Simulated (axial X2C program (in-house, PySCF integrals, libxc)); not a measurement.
## Photoelectron levels of As₂ by EOM-IP-CCSD

Calculated with an axial X2C code built on PySCF integrals: two-component X2C with atomic mean-field Coulomb and Gaunt terms, Gaussian nuclei, basis As dyall-cv3z with contracted cores.

R = 2.085 Å (near the PBE0 minimum at charge 0 of the determinant lowest at the starting distance; the state shown can have its own minimum elsewhere).

Hartree–Fock spinors of As₂ (one of each Kramers pair; a window near the gap, which can cut inner shells):

```
  ω  occupied  ε (eV)                     character
1/2       yes  -23.88   82% As s, 14% As p, 4% As d
1/2       yes  -16.98            66% As s, 30% As p
1/2       yes  -10.31            85% As p, 14% As s
1/2       yes   -9.36             94% As p, 5% As d
3/2       yes   -9.18             94% As p, 5% As d
1/2        no    0.14            86% As p, 13% As d
3/2        no    0.28            85% As p, 13% As d
1/2        no    2.99   72% As p, 18% As d, 9% As s
1/2        no    5.38  51% As s, 27% As d, 20% As p
1/2        no    5.83            68% As p, 31% As s
1/2        no    5.85             91% As p, 8% As d
```

Vertical ionisation energies of As₂ to the states of As₂⁺:

```
Ω of As₂⁺  vertical IE (eV)  above lowest (cm⁻¹)        ionised spinor  one-hole weight
      3/2             9.808                    0             94% As pπ             0.96
      1/2             9.975                 1344             94% As pπ             0.96
      1/2            10.126                 2558  84% As pσ, 16% As sσ             0.95
```

(1) How far does the lowest EOM-IP-CCSD energy lie from the Koopmans value −ε of the highest filled spinor?

(2) What is the splitting of the first π pair in the table, and is it regular or inverted?

This point took 22 s on 1 thread of Intel(R) Xeon(R) Platinum 8488C (Sapphire Rapids), on a shared host.

Reference electrons by ω block (each with its −ω partner): 1/2: 22, 3/2: 9, 5/2: 2. 10 electrons of As₂ correlated (inner shells frozen), 94 natural virtual spinors (a truncated set); levels can be off by some tenths of an eV. Roots sought by Ω: (1/2: 4, 3/2: 3, 5/2: 1); rows need 60 % one-particle weight and stop where some Ω has no more roots. Missing are any skipped roots, higher Ω and states of a further excitation; these come out far too high here and may in truth be low or lowest. T1 of the reference 0.017 (Lee–Taylor). Number of frozen shells: As 3 s, 2 p, 1 d. g and u states are not told apart.

Results:

(1) 9.808 eV against 9.18 eV, a shift of 0.63 eV: relaxation of the final state lowers the energy and the loss of correlation raises it.

(2) E(3/2) − E(1/2) = 0 − 1344 = -1344 cm⁻¹ at EOM-IP-CCSD: inverted, Ω = 3/2 lower. Splittings at this level can be off by ten to twenty per cent.
